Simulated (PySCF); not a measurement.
C2H6AlCl, SMILES [Cl][Al]([CH3])[CH3] (connectivity only; charge and spin as stated), charge -1, multiplicity 2. Atoms are numbered in the order given.

```xyz
10

Al     0.4525    -0.5524     0.0000
C      1.2647     0.2363     1.6658
H      1.1510     1.3380     1.6500
H      2.3456     0.0172     1.7390
H      0.7897    -0.1275     2.5921
C      1.2647     0.2363    -1.6658
H      1.1510     1.3380    -1.6500
H      0.7897    -0.1275    -2.5921
H      2.3456     0.0172    -1.7390
Cl    -1.7431     0.1112     0.0000
```
Charge -1, spin multiplicity 2.

The structure is a stationary point at B3LYP-D3(BJ)/def2-SVPD. The multiplicity is an assumed one; other spin states were not compared. The isomer is the one that the SMILES or the coordinates give; other isomers of the formula were not compared.

Level of theory: PBE0/pcH-1 run with PySCF.

Unrestricted Kohn–Sham, ⟨S²⟩ = 0.751. Hyperfine tensors hold the contact and dipolar terms, without spin-orbit corrections.

Computed hyperfine couplings:
```csv
nucleus,A(iso) (MHz),A(iso) (G),dipolar principal values (MHz)
27Al no. 1,542.4,193.6,"-47.8, -47.0, 94.8"
13C no. 2,65.9,23.5,"-4.2, -3.7, 7.9"
1H no. 3,25.7,9.2,"-3.0, -0.8, 3.9"
1H no. 4,-3.2,-1.1,"-3.7, -1.9, 5.6"
1H no. 5,-1.2,-0.4,"-3.8, -2.0, 5.9"
13C no. 6,65.9,23.5,"-4.2, -3.7, 7.9"
1H no. 7,25.7,9.2,"-3.0, -0.8, 3.9"
1H no. 8,-1.2,-0.4,"-3.8, -2.0, 5.9"
1H no. 9,-3.2,-1.1,"-3.7, -1.9, 5.6"
35Cl no. 10,22.6,8.1,"-8.4, -8.3, 16.7"
```
